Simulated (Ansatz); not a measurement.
Results of the Gaussian-basis code of Ansatz.

A structure relaxed at PBE0-D4/def2-TZVP, charge 0, multiplicity 1:

Cartesian coordinates in Å:
```
B 0.9948 -0.0913 -0.9308
N -0.0106 -0.1278 -0.0132
C -0.9074 -0.0774 0.8206
Cl -1.4422 1.4038 1.5734
H 2.1211 -0.2213 -0.5517
H 0.7132 0.0492 -2.0840
H -1.4689 -0.9352 1.1857
```

(1) Give its formula and SMILES.

(2) Point group (tolerance 0.08 Å, 0.16 Å for H)?

(3) Summarise the bond lengths by kind.

## Answers

(1) CH3BClN, `B/N=C\Cl`.

(2) Cs.

(3) 1 × B–N 1.362 Å; 2 × B–H 1.195 Å; 1 × C–N 1.226 Å; 1 × C–Cl 1.745 Å; 1 × C–H 1.088 Å.
